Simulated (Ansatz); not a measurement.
Consider the ligand exchange at a Ge–C bond: `[AlH2][CH]([AlH2])[GeH3]` + `C=C[SiH2]S` → `C=C[SiH2][S][GeH3]` + `[AlH2][CH2][AlH2]`.

Calculated with Ansatz (gas phase, PBE0-D4/def2-TZVP geometries, no zero-point term in ΔE). CCSD(T)/CBS is the MP2 limit (def2-TZVPP, def2-QZVPP) plus CCSD(T) − MP2 in def2-TZVPP, frozen cores. For Ge outer-core shells are correlated without core-valence functions, which leaves a few kJ/mol of doubt a bond. Scalar relativity is left out up to krypton. One conformer a species, not always the lowest.

| species | CCSD/def2-SVP energy (Eh) |
| --- | --- |
| `[AlH2][CH]([AlH2])[GeH3]` | -2601.82407 |
| `C=C[SiH2]S` | -765.97949 |
| `C=C[SiH2][S][GeH3]` | -2842.50095 |
| `[AlH2][CH2][AlH2]` | -525.31901 |

Task: Work out ΔE.

Result: ΔE = (-2842.50095) + (-525.31901) − (-2601.82407) − (-765.97949) = -0.01640 Eh = -10.3 kcal/mol. CCSD(T)/CBS gives -10.5 kcal/mol.

Largest T1 diagnostic among the species: 0.012.

The D4 term adds −0.9 kcal/mol with B3LYP and −0.5 kcal/mol with PBE0; it sums over pairs of atoms, weighted by their polarisabilities, and B3LYP, whose exchange is more repulsive, gets the larger term. Leaving LDA and LC-ωPBE aside and taking each functional with its dispersion term where it has one, the values, not all of them listed here, spread over 1.7 kcal/mol, from BLYP-D4 to PBE-QIDH.

B3LYP here is the variant with VWN-RPA as its local correlation; programs differ in this.
